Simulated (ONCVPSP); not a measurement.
## Cu: one change to an ONCV potential, before and after

```
Element                 : Cu
Generator               : ONCVPSP 4.0.1
Type                    : optimised norm-conserving Vanderbilt (ONCV)
Functional              : PBE
Relativity              : scalar-relativistic
Frozen core             : [Ne]
Valence charge          : 19
Reference configuration : 3s2 3p6 3d10 4s0.5 (charge +0.5)
Partial waves           : 3s+4s: rc 1.20 bohr, ncon 4, nbas 7, qcut 9.2 1/bohr, 2 projectors; 3p: rc 0.85 bohr, ncon 4, nbas 8, qcut 19.8 1/bohr, 1 projector; 3d: rc 1.30 bohr, ncon 3, nbas 7, qcut 14.1 1/bohr, 2 projectors, debl 2.1 Ha
Local potential         : polynomial inside 0.70 bohr (lpopt 4, dvloc0 3 Ha)
Core correction         : Teter function, fcfact 5.25, rcfact 1.7
```

Change: all radii but the core radius scaled by about 1.06 (s 1.28, p 0.90, d 1.38 bohr); local potential polynomial inside 0.74 bohr (lpopt 4, dvloc0 3 Ha).

Cutoffs: the cutoffs (Ha) at which the residual kinetic energy of the hardest occupied pseudo-wave falls to 1 and 0.1 mHa per electron; they do not see the model core or the augmentation charge, which bear on the density cutoff. Errors are all-electron minus pseudo energies relative to the spin-unpolarised reference configuration.

Question: How do hardness, ghosts and transferability respond?

Answer: The potential gets neither clearly harder nor softer (96 Ha and 120 Ha → 93 Ha and 118 Ha); the p channel sets the loose cutoff, while the largest relative change is in s, which becomes softer; of the 4 tests that both files solve, the error grows in 2 and shrinks in 0 by more than 15 % and 0.3 meV (median size 0.7 → 1.2 meV); neither file shows a bound ghost.

```csv
quantity,base,changed
"cutoff, loose",96 Ha,93 Ha
"cutoff, tight",120 Ha,118 Ha
loose cutoff by channel,"s 31 Ha, p 96 Ha, d 69 Ha","s 26 Ha, p 93 Ha, d 66 Ha"
bound ghosts,none,none
GHOST(+) flags under 300 eV,none,none
"error for 3s2 3p6 3d10 4s1, meV [ΔE -3.16 eV]",-1.0,-0.9
"error for 3s2 3p6 3d10 4s0, meV [ΔE 4.99 eV]",+0.4,+0.5
"error for 3s2 3p6 3d9 4s0, meV [ΔE 26.32 eV]",+0.2,+1.4
"error for 3s2 3p6 3d9 4s2, meV [ΔE -1.19 eV]",+14,+18
"rms error of d²Exc/dni dnj with the model core, mHa",3.38,3.47
```
